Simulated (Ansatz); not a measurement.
Relaxation of F$_{2}$H$_{2}$Si$_{2}$ (6 atoms, charge 0, multiplicity 1), to a largest force component of 0.02 eV/Å in at most 40 steps.

Level of theory: Ansatz 0.2.0, RKS r2SCAN/STO-3G.

```xyz
6
Properties=species:S:1:pos:R:3
F 1.892 -1.164 0.423
Si 0.373 -0.992 -0.097
F -0.270 -2.014 0.976
Si -0.411 1.079 0.049
H 0.233 1.952 -0.953
H -1.817 1.140 -0.397
```

Task: Where does it end, and by what steps?

Result: It converged. Limits of this set-up: minimal basis. After 5 steps the energy has fallen by 0.176 eV; Si2 moved furthest, 0.18 Å.

| step | energy less start (eV) | largest force component (eV/Å) | accepted |
| --- | --- | --- | --- |
| 0 | 0.0000 | 1.407 | yes |
| 1 | -0.1402 | 0.801 | yes |
| 2 | -0.1486 | 0.606 | yes |
| 3 | -0.1699 | 0.239 | yes |
| 4 | -0.1744 | 0.089 | yes |
| 5 | -0.1762 | 0.018 | yes |

```xyz
6
Properties=species:S:1:pos:R:3
F 1.927 -1.163 0.328
Si 0.344 -0.858 0.017
F -0.325 -2.054 0.921
Si -0.435 1.207 0.160
H 0.249 1.832 -0.978
H -1.760 1.037 -0.448
```

Whether the end is a true minimum wasn't checked by a vibrational analysis.

The run took 15 s on 1 thread of Arm Neoverse N1, with other jobs on the host, peak memory 0.099 GiB.
